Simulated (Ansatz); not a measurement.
Born–Oppenheimer molecular dynamics of CH5N + FH3Si (12 atoms, charge 0, multiplicity 1). It starts from a relaxed structure.

The calculation used RKS PBE0-D4/6-31G* (Ansatz).

| Item | Value |
| --- | --- |
| ensemble | NVT, Nosé–Hoover chain |
| time step | 0.5 fs |
| steps asked | 150 |
| set temperature | 300 K |
| thermostat | time constant 1 fs, chain length 1 |
| seed | 840864 |

First frame:

```xyz
12
Properties=species:S:1:pos:R:3
C 0.690 -0.210 -1.656
N -0.691 0.220 -1.508
H 1.339 -0.078 -0.771
H 1.151 0.337 -2.486
H 0.709 -1.272 -1.922
H -0.734 1.200 -1.245
H -1.163 -0.300 -0.775
Si -0.229 0.034 2.082
F -1.609 -0.534 1.461
H 0.887 -0.855 1.669
H -0.349 0.042 3.563
H -0.001 1.417 1.589
```

How far do the bonds stretch over the last three quarters of this one trajectory? (Pairs bonded in most of those frames.)


```
   bond  mean (Å)  spread (Å)  shortest  longest
  C1–N2     1.459       0.010      1.44     1.48
  C1–H3     1.103       0.019      1.05     1.15
  C1–H4     1.097       0.017      1.06     1.13
  C1–H5     1.101       0.028      1.04     1.16
  N2–H6     1.023       0.040      0.95     1.10
  N2–H7     1.018       0.009      0.99     1.04
 Si8–F9     1.608       0.022      1.58     1.65
Si8–H10     1.492       0.028      1.44     1.53
Si8–H11     1.490       0.008      1.47     1.50
Si8–H12     1.487       0.010      1.47     1.50
```

Mean temperature of the second half: 300 K. The conserved energy stayed within 0.31 meV per atom of its start (net change 0.15 meV per atom), so the integration is sound. A run of 0.075 ps of so small a system gives no equilibrium averages.

The run took 18 min on 1 CPU thread of a shared host.
